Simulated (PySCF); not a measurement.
## Cost of excited-state runs on `CC[Se][C@@H](F)C1CC1`, C6H11FSe

Geometry:
| atom | x (Å) | y (Å) | z (Å) |
| --- | --- | --- | --- |
| C1 | 3.670 | -0.204 | -0.433 |
| C2 | 2.309 | -0.328 | 0.222 |
| Se3 | 0.905 | 0.510 | -0.894 |
| C4 | -0.561 | 0.242 | 0.423 |
| F5 | -0.221 | 0.922 | 1.563 |
| C6 | -1.871 | 0.718 | -0.121 |
| C7 | -3.138 | 0.026 | 0.293 |
| C8 | -2.604 | -0.159 | -1.091 |
| H9 | 3.937 | 0.843 | -0.562 |
| H10 | 3.672 | -0.684 | -1.410 |
| H11 | 4.423 | -0.682 | 0.191 |
| H12 | 2.025 | -1.375 | 0.354 |
| H13 | 2.282 | 0.184 | 1.185 |
| H14 | -0.576 | -0.824 | 0.686 |
| H15 | -1.905 | 1.790 | -0.270 |
| H16 | -4.022 | 0.629 | 0.432 |
| H17 | -3.063 | -0.800 | 0.985 |
| H18 | -2.154 | -1.108 | -1.342 |
| H19 | -3.118 | 0.310 | -1.916 |

PySCF with density fitting, on 1 thread of an Arm Neoverse V2, shared host. Command: `OMP_NUM_THREADS=1 python excited_run.py task.json out`

How long does each of these runs take, and how much memory?
- magnetisability and related constants, B3LYP/pcSseg-1; isotopologues
- magnetisability and related constants, OLYP/pcseg-1; IEF-PCM tetrahydrofuran


| run | level | basis functions | wall time | peak memory (GiB) |
| --- | --- | --- | --- | --- |
| magnetisability and related constants | B3LYP/pcSseg-1 | 215 | 46 s | 1 |
| magnetisability and related constants | OLYP/pcseg-1 | 180 | 27 s | 0.83 |

Times from a shared host are rough.
